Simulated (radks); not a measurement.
The numbers below are computed, except where a source is named.
All-electron atom: the cerium ion Ce2+ in [Xe] 4f2. Code: a radial shooting solver on a logarithmic mesh with Libxc functionals. Model: scalar-relativistic Kohn-Sham, LDA (Slater exchange, VWN5 correlation), spin-polarised, spherical densities, finite nucleus; open shells are filled with parallel spins first (spin-orbit coupling, left out, can overturn this in heavy ions); Fermi nuclear charge, rms radius 4.8771 fm; hard spherical wall at 12 bohr.

Local quantities along the radius. ELF = 1/(1 + alpha^2) is the electron localisation function; alpha = (tau - tau_W)/tau_unif compares the Pauli kinetic energy density with that of the uniform gas (summed over spins). tau is taken from the large components.

| r (bohr) | ELF | alpha |
|---|---|---|
| 0.001345 | 0.999 | 0.02426 |
| 0.001554 | 0.999 | 0.02470 |
| 0.001809 | 0.999 | 0.02538 |
| 0.002089 | 0.999 | 0.02628 |
| 0.002413 | 0.999 | 0.02748 |
| 0.002809 | 0.999 | 0.02914 |
| 0.003244 | 0.999 | 0.03120 |
| 0.003746 | 0.999 | 0.03384 |
| 0.004361 | 0.999 | 0.03748 |
| 0.005036 | 0.998 | 0.04202 |
| 0.005863 | 0.998 | 0.04840 |
| 0.006771 | 0.997 | 0.05656 |
| 0.00782 | 0.995 | 0.06772 |
| 0.009104 | 0.993 | 0.08434 |
| 0.01051 | 0.989 | 0.1071 |
| 0.01214 | 0.981 | 0.1405 |
| 0.01414 | 0.964 | 0.1943 |
| 0.01632 | 0.930 | 0.2736 |
| 0.01885 | 0.864 | 0.3965 |
| 0.02195 | 0.738 | 0.5959 |
| 0.02535 | 0.573 | 0.8635 |
| 0.02927 | 0.420 | 1.174 |
| 0.03408 | 0.333 | 1.416 |
| 0.03936 | 0.333 | 1.414 |
| 0.04545 | 0.412 | 1.194 |
| 0.05291 | 0.551 | 0.9019 |
| 0.06111 | 0.673 | 0.6966 |
| 0.07057 | 0.739 | 0.5939 |
| 0.08216 | 0.736 | 0.5983 |
| 0.09488 | 0.654 | 0.7281 |
| 0.1105 | 0.488 | 1.025 |
| 0.1276 | 0.355 | 1.348 |
| 0.1473 | 0.344 | 1.381 |
| 0.1715 | 0.474 | 1.053 |
| 0.1981 | 0.643 | 0.7448 |
| 0.2288 | 0.743 | 0.5887 |
| 0.2663 | 0.742 | 0.5903 |
| 0.3076 | 0.598 | 0.8191 |
| 0.3552 | 0.321 | 1.456 |
| 0.4135 | 0.203 | 1.984 |
| 0.4775 | 0.361 | 1.329 |
| 0.5515 | 0.642 | 0.7471 |
| 0.642 | 0.752 | 0.5737 |
| 0.7415 | 0.713 | 0.6350 |
| 0.8563 | 0.557 | 0.8923 |
| 0.9969 | 0.347 | 1.370 |
| 1.151 | 0.283 | 1.593 |
| 1.33 | 0.400 | 1.225 |
| 1.548 | 0.620 | 0.7827 |
| 1.788 | 0.731 | 0.6067 |
| 2.081 | 0.722 | 0.6208 |
| 2.403 | 0.606 | 0.8064 |
| 2.776 | 0.382 | 1.272 |
| 3.231 | 0.136 | 2.522 |
| 3.732 | 0.028 | 5.888 |
| 4.31 | 0.004 | 16.49 |
| 5.017 | 0.000 | 54.66 |
| 5.794 | 0.000 | 165.6 |
| 6.692 | 0.000 | 469.8 |

On this mesh the ELF has minima near r = 0.034, 0.15, 0.41, 1.2 bohr, which separate the shells, and maxima near 0.071 (0.74), 0.23 (0.74), 0.64 (0.75), 1.8 (0.73).
